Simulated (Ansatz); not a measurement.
Energy needed to pull apart SiBrF (SMILES F[Si]Br), closed shell, into free ground-state atoms, from the structure below (displaced at random from a GFN2-xTB minimum); no zero-point or spin–orbit terms; open-shell atoms are treated unrestricted, in their ground-state multiplicity.

| atom | x (Å) | y (Å) | z (Å) |
| --- | --- | --- | --- |
| F1 | 0.3645 | 1.2462 | 0.3469 |
| Si2 | -0.7384 | 0.3080 | -0.3788 |
| Br3 | 0.3782 | -1.6420 | 0.0228 |

Program: Ansatz 0.2.0. Basis: def2-TZVPP. Cores are frozen in the correlated methods. Filled d shells of the heavier atoms are correlated. The def2 sets are not built for correlating such inner shells, so the correlated values are less sure here.

```tsv
method	atomization energy (kcal/mol)
SPW92	?
PBE-D4	242.8
r2SCAN-D4	?
PBE0-D4	232.8
wB97X-V	235.7
wB97M-V	238.1
HF	163.4
MP2	238.9
CCSD	221.0
CCSD(T)	227.1
```

What does SPW92 give? (An estimate is asked for; the value comes from the calculation.)

By the calculation: 276.8 kcal/mol, which is about 49.8 kcal/mol more than CCSD(T)/def2-TZVPP.

What does r2SCAN-D4 give? (Judge from chemistry; the value comes from the calculation.)

By the calculation: 236.3 kcal/mol, which is about 9.2 kcal/mol more than CCSD(T)/def2-TZVPP.

In triple zeta the MP2 and coupled-cluster atomization energies are still short of their basis limit by a few kcal/mol a bond, whereas those of the functionals are nearly converged, so these differences are not deviations from converged CCSD(T).

T1 diagnostic: at most 0.013.

For scale, one of the runs: CCSD(T)/def2-TZVPP forces, 121 basis functions (an equivalent command: `ansatz run in.yaml --threads 4`). The run took 35 s on 4 CPU threads (shared host), with 0.83 GiB of host memory at its peak.
